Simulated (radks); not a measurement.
Values are calculated unless marked as measured or tabulated.
Spherical quantum dot in the effective-mass picture: electrons in a hard-walled sphere of radius 1.78, all in effective atomic units (hartree* = m*/eps^2 hartree, bohr* = eps/m* bohr), one dielectric constant everywhere. Level of theory: non-relativistic Kohn-Sham, PBEsol, spin-polarised, spherical densities (a radial shooting solver with Libxc functionals). Levels are named by radial order and angular momentum (1s, 1p, 1d, 2s, ...), and open shells are averaged over m. Each electron was tried in the lowest free levels, single moves between levels near the top were tried too, and the lowest total energy was kept; such a search can miss a lower state. At N = 1 the Hartree and exchange-correlation terms need not cancel, so that row can carry a self-interaction error.

N                         open shells  2S  E (hartree*)  mu = E(N) - E(N-1) (hartree*)  addition energy mu(N+1) - mu(N) (hartree*)  e(HOMO) (hartree*)  rms radius (bohr*)
1                    1s(up 1, down 0)   1       1.57861                         1.5786                                      0.9388              1.9329              0.9502
2                                none   0       4.09600                         2.5174                                       2.224              2.8733              0.9725
3                    1p(up 1, down 0)   1       8.83690                         4.7409                                      0.7171              5.0933               1.030
4                    1p(up 2, down 0)   2       14.2949                         5.4580                                      0.7399              5.8259               1.060
5                    1p(up 3, down 0)   3       20.4927                         6.1978                                      0.9718              6.5710               1.081
6                    1p(up 3, down 1)   2       27.6623                         7.1696                                      0.7024              7.5154               1.097
7                    1p(up 3, down 2)   1       35.5344                         7.8721                                      0.7237              8.2319               1.110
8                                none   0       44.1301                         8.5958                                       2.541              8.9610               1.120
9                    1d(up 1, down 0)   1       55.2674                         11.137                                      0.6968              11.485               1.137
10                   1d(up 2, down 0)   2       67.1014                         11.834                                      0.7020              12.184               1.150
11                   1d(up 3, down 0)   3       79.6375                         12.536                                      0.7051              12.888               1.161
12                   1d(up 4, down 0)   4       92.8786                         13.241                                      0.7069              13.594               1.171
13                   1d(up 5, down 0)   5       106.827                         13.948                                      0.9160              14.302               1.179
14                   1d(up 5, down 1)   4       121.691                         14.864                                      0.6871              15.206               1.187
15                   1d(up 5, down 2)   3       137.242                         15.551                                      0.6923              15.897               1.194
16                   1d(up 5, down 3)   2       153.485                         16.243                                      0.6955              16.591               1.201
17                   1d(up 5, down 4)   1       170.424                         16.939                                      0.6975              17.287               1.206
18                               none   0       188.060                         17.636                                       2.768              17.986               1.212
19                   2s(up 1, down 0)   1       208.465                         20.405                                      0.8169              20.846               1.206
20  2s(up 1, down 0) 1f(up 1, down 0)   2       229.686                         21.222                                      0.6795              21.571               1.213
21  2s(up 1, down 0) 1f(up 2, down 0)   3       251.588                         21.901                                      0.6386              22.296               1.219
22                   1f(up 4, down 0)   4       274.128                         22.540                                      0.6811              22.880               1.236
23                   1f(up 5, down 0)   5       297.348                         23.221                                      0.6831              23.562               1.241
24                   1f(up 6, down 0)   6       321.252                         23.904                                      0.6834              24.246               1.246
25                   1f(up 7, down 0)   7       345.840                         24.587                                      0.8780              24.929               1.251
26                   1f(up 7, down 1)   6       371.305                         25.465                                      0.6727              25.801               1.255
27                   1f(up 7, down 2)   5       397.443                         26.138                                      0.6743              26.475               1.259
28                   1f(up 7, down 3)   4       424.256                         26.812                                      0.6755              27.150               1.263
29                   1f(up 7, down 4)   3       451.743                         27.488                                      0.6763              27.826               1.266
30                   1f(up 7, down 5)   2       479.908                         28.164                                      0.6770              28.503               1.270
31                   1f(up 7, down 6)   1       508.749                         28.841                                      0.6774              29.180               1.273
32                               none   0       538.267                         29.518                                       1.062              29.857               1.276
33                   2s(up 1, down 0)   1       568.848                         30.581                                       1.073              31.018               1.271
34                               none   0       600.501                         31.654                                       2.476              32.084               1.267
35                   1g(up 1, down 0)   1       634.632                         34.130                                      0.6649              34.462               1.270
36                   1g(up 2, down 0)   2       669.427                         34.795                                      0.6654              35.128               1.274
37                   1g(up 3, down 0)   3       704.887                         35.460                                           -              35.793               1.278

All shells are closed at N = 2, 8, 18, 32, 34 (there: 1s2 1p6 1d10 2s2 1f14); the second difference of the energy has clear peaks (12 % above both neighbours; the first and last values, which can be the largest, are not judged, and half-filled shells can peak too) at N = 2, 5, 8, 13, 18, 25, 34.
